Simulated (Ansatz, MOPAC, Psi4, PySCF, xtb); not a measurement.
Complex: CH2O (SMILES C=O) (first 4 atoms) with H2Se (SMILES [SeH2]); geometry from B3LYP-D3(BJ)/def2-TZVP, rigid monomers moved along the line of their centres of mass till O2···Se5 is 3.71 Å.
(charge 0, multiplicity 1):
```xyz
7

C      0.35370     0.06698    -0.32922
O      1.08377    -0.66807     0.27787
H      0.20414    -0.03382    -1.42102
H     -0.20388     0.87851     0.17370
Se     0.87311     0.82915     3.66760
H      0.43281    -0.57044     3.64835
H      0.22676     1.06460     4.96946
```

Counterpoise-corrected where a basis set is named; no monomer relaxation.

Cores are frozen in the correlated methods. Filled d and f shells under p-block atoms count as core. CBS(a, b) extrapolates the correlation energy as X⁻³ and adds the Hartree–Fock energy of set b. Rows in 6-31G* carry no dispersion term and start afresh at each structure (6-31G* with six Cartesian d functions); the Pople sets are all-electron and without relativity. MP2/6-31G* freezes PySCF's default core, which leaves 3d correlated. The state that PM7 reach isn't checked; PM7 holds dispersion and hydrogen-bond terms.

Run with Ansatz (Gaussian basis) for Hartree–Fock, density functionals and correlated methods; MOPAC for PM7 (differences of heats of formation); Psi4 for SAPT; PySCF for 6-31G* rows, the dispersion terms; xtb for the GFN methods. Each number belongs to the level named beside it.

```json
[
 {"level": "PM7", "interaction energy (kcal/mol)": "-0.81"},
 {"level": "GFN2-xTB", "interaction energy (kcal/mol)": "-1.98"},
 {"level": "PBE-D3(BJ)/def2-TZVPPD", "interaction energy (kcal/mol)": "-1.95"},
 {"level": "B3LYP-D3(BJ)/def2-TZVPPD", "interaction energy (kcal/mol)": "-1.90"},
 {"level": "wB97X-V/def2-TZVPPD", "interaction energy (kcal/mol)": "-1.83"},
 {"level": "MP2/6-31G*", "interaction energy (kcal/mol)": "-1.17"},
 {"level": "CCSD(T)/aug-cc-pVDZ", "interaction energy (kcal/mol)": "-1.64"},
 {"level": "MP2/CBS(aug-cc-pVDZ, aug-cc-pVTZ) + ΔCCSD(T)/aug-cc-pVDZ", "interaction energy (kcal/mol)": "-1.78"},
 {"level": "SAPT0/aug-cc-pVDZ", "interaction energy (kcal/mol)": "?"}
]
```

**Question.** What belongs in the gaps?

**Answer.** 
- SAPT0/aug-cc-pVDZ, interaction energy (kcal/mol): -2.02

Ansatz is a quantum-chemistry and plane-wave program.
